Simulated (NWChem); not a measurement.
System: Si2H4O, singlet; SMILES O[Si][SiH3]

Output (shortened):

```
             Northwest Computational Chemistry Package (NWChem) 7.3.0
             --------------------------------------------------------

 C1  symmetry detected

                             Geometry "geometry" -> ""
                             -------------------------

 Output coordinates in angstroms (scale by  1.889725989 to convert to a.u.)

  No.       Tag          Charge          X              Y              Z
 ---- ---------------- ---------- -------------- -------------- --------------
    1 Si                  14.0000    -0.72667853     0.87171224    -0.00341656
    2 O                    8.0000     0.79183300     1.62019350     0.00202959
    3 H                    1.0000     1.58978429     1.05772186    -0.04231351
    4 Si                  14.0000     0.09505184    -1.45074141    -0.00341849
    5 H                    1.0000     1.55662138    -1.50436744    -0.41144004
    6 H                    1.0000    -0.66685896    -2.41810400    -0.87664225
    7 H                    1.0000     0.02856291    -1.99038993     1.40984983

 Effective nuclear repulsion energy (a.u.)     131.7995353923

                                 NWChem DFT Module
                                 -----------------

 Summary of "ao basis" -> "ao basis" (spherical)
 ------------------------------------------------------------------------------
       Tag                 Description            Shells   Functions and Types
 ---------------- ------------------------------  ------  ---------------------
 Si                       aug-cc-pvdz               11       27   5s4p2d
 O                        aug-cc-pvdz                9       23   4s3p2d
 H                        aug-cc-pvdz                5        9   3s2p

            General Information
            -------------------
          SCF calculation type: DFT
          Wavefunction type:  closed shell.
          No. of atoms     :     7
          No. of electrons :    40
           Alpha electrons :    20
            Beta electrons :    20
          Charge           :     0
          Spin multiplicity:     1
          Use of symmetry is: off; symmetry adaption is: off
          Maximum number of iterations: 150
          AO basis - number of functions:   113
                     number of shells:    51
          Convergence on energy requested:  1.00D-06
          Convergence on density requested:  1.00D-05
          Convergence on gradient requested:  5.00D-04

              XC Information
              --------------
                  TPSS metaGGA Exchange Functional  1.000
             TPSS03 metaGGA Correlation Functional  1.000

             Grid Information
             ----------------
          Grid used for XC integration:  medium
          Radial quadrature: Mura-Knowles
          Angular quadrature: Lebedev.
          Tag              B.-S. Rad. Rad. Pts. Rad. Cut. Ang. Pts.
          ---              ---------- --------- --------- ---------
          Si                  1.10       88          15.0       590
          O                   0.60       49          15.0       434
          H                   0.35       45          15.0       434
          Grid pruning is: on
          Number of quadrature shells:   405
          Spatial weights used:  Erf1

      Superposition of Atomic Density Guess
      -------------------------------------

 Sum of atomic energies:        -654.43615702

      Non-variational initial energy
      ------------------------------

 Total energy =    -654.985094
 1-e energy   =   -1168.209823
 2-e energy   =     381.425194
 HOMO         =      -0.201189
 LUMO         =      -0.068400

     ---------------------------------------------
      Total Density - Mulliken Population Analysis
     ---------------------------------------------

    Atom       Charge   Shell Charges
 -----------   ------   -------------------------------------------------------
    1 Si  14    13.09   2.00  2.02  0.93  0.82  0.07  6.00  0.74  0.44  0.01  0.10 -0.04
    2 O    8     8.97   2.00  0.87  0.91  0.09  3.06  1.93  0.11  0.00  0.00
    3 H    1     0.66   0.57  0.04 -0.01  0.07 -0.01
    4 Si  14    14.67   2.00  2.02  0.80  0.77 -0.07  6.01  1.42  1.51  0.03  0.11  0.06
    5 H    1     0.88   0.68  0.18  0.01  0.01 -0.01
    6 H    1     0.88   0.68  0.17  0.02  0.01 -0.00
    7 H    1     0.85   0.68  0.15  0.01  0.01 -0.01

   convergence    iter        energy       DeltaE   RMS-Dens  Diis-err
 ---------------- ----- ----------------- --------- --------- ---------
 d= 0,ls=0.0,diis     1   -656.5940081602 -7.88D+02  1.55D-02  5.10D-01
 d= 0,ls=0.0,diis     2   -656.0936624050  5.00D-01  1.05D-02  4.80D+00
 d= 0,ls=0.0,diis     3   -656.6596059201 -5.66D-01  1.69D-03  2.46D-02
 d= 0,ls=0.0,diis     4   -656.6623459877 -2.74D-03  6.08D-04  3.78D-03
 d= 0,ls=0.0,diis     5   -656.6629744337 -6.28D-04  1.47D-04  1.70D-04
  Resetting Diis
 d= 0,ls=0.0,diis     6   -656.6630107647 -3.63D-05  2.75D-05  7.51D-06
 d= 0,ls=0.0,diis     7   -656.6630119814 -1.22D-06  1.61D-05  4.24D-07
 d= 0,ls=0.0,diis     8   -656.6630118773  1.04D-07  8.97D-06  1.07D-06

         Total DFT energy =     -656.663011877278
      One electron energy =    -1170.487956582047
           Coulomb energy =      433.901154613078
    Exchange-Corr. energy =      -51.875745300598
 Nuclear repulsion energy =      131.799535392289

 Numeric. integr. density =       40.000039897637

                       DFT Final Molecular Orbital Analysis
                       ------------------------------------

[...]
```

Level: TPSS/aug-cc-pVDZ. Low-valent species are run as closed-shell singlets; no triplet was tried in these runs. Structure relaxed at the PBE-D3(BJ)/def2-SVP level.

**Question.** Which NWChem input produces such a log?

**Answer.** Several could match; the one computed here: the input that was run:
```
start job
memory heap 200 mb stack 900 mb global 1100 mb
geometry units angstroms noautoz
  Si    -0.730418     0.868835    -0.061240
  O      0.782014     1.619374     0.062743
  H      1.582143     1.058360     0.073869
  Si     0.093541    -1.452406    -0.016928
  H      1.581540    -1.500972    -0.315329
  H     -0.599341    -2.414344    -0.951491
  H     -0.076966    -2.002588     1.383499
end
basis spherical
  * library aug-cc-pvdz
end
dft
  xc xtpss03 ctpss03
  iterations 150
  mulliken
end
task dft energy
```
